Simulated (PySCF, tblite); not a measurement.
Isomers of C6H15FOSi, one GFN2-xTB conformer each. Single-point energies are computed at PBE0/pcSseg-1 (PySCF, gas phase, no added dispersion term), electronic only.

| SMILES | GFN2-xTB relative energy (kJ/mol) |
| --- | --- |
| CC(C)(CCF)CO[SiH3] | 0.0 |
| C[C@H](CF)OC(C)(C)[SiH3] | 175.2 |

Conformers: `[CH3:1][C:2]([CH3:3])([CH2:4][CH2:5][F:6])[CH2:7][O:8][SiH3:9]` with C1–C2–C4–C5 -169°, C2–C4–C5–F6 -67°, C1–C2–C7–O8 68°, C2–C7–O8–Si9 -174°; `[CH3:1][C@H:2]([CH2:3][F:4])[O:5][C:6]([CH3:7])([CH3:8])[SiH3:9]` with C1–C2–C3–F4 66°, C1–C2–O5–C6 -119°, C2–O5–C6–C7 -63°.

Task: What does PBE0/pcSseg-1 give for the same structures?

Result: 
| SMILES | PBE0/pcSseg-1 E (Eh) | PBE0/pcSseg-1 (kJ/mol) | GFN2-xTB (kJ/mol) | point group |
| --- | --- | --- | --- | --- |
| CC(C)(CCF)CO[SiH3] | -701.59959 | 0.0 | 0.0 | C1 |
| C[C@H](CF)OC(C)(C)[SiH3] | -701.55768 | 110.0 | 175.2 | C1 |

Both levels put the same isomer lowest. As drawn, the lower has an Si–O bond and a quaternary carbon, which the higher lacks; the higher has an Si–C bond, which the lower lacks.

Task: Which frontier levels, dipoles and rotational constants go with these structures?

Result: 
```csv
SMILES,"HOMO (eV, PBE0/pcSseg-1)",LUMO (eV),dipole (D),"A, B, C (MHz)"
CC(C)(CCF)CO[SiH3],-8.17,0.30,1.29,"1750, 819.2, 659.9"
C[C@H](CF)OC(C)(C)[SiH3],-7.54,0.72,1.55,"2200, 700.6, 676.3"
```

Task: What happens when harmonic zero-point energies from GFN2-xTB frequencies are added?

Result: 
| SMILES | ZPE (kJ/mol) | electronic (kJ/mol) | with ZPE (kJ/mol) |
| --- | --- | --- | --- |
| CC(C)(CCF)CO[SiH3] | 517.5 | 0.0 | 0.0 |
| C[C@H](CF)OC(C)(C)[SiH3] | 510.9 | 110.0 | 103.4 |

The zero-point energies span 6.6 kJ/mol. The order is unchanged.
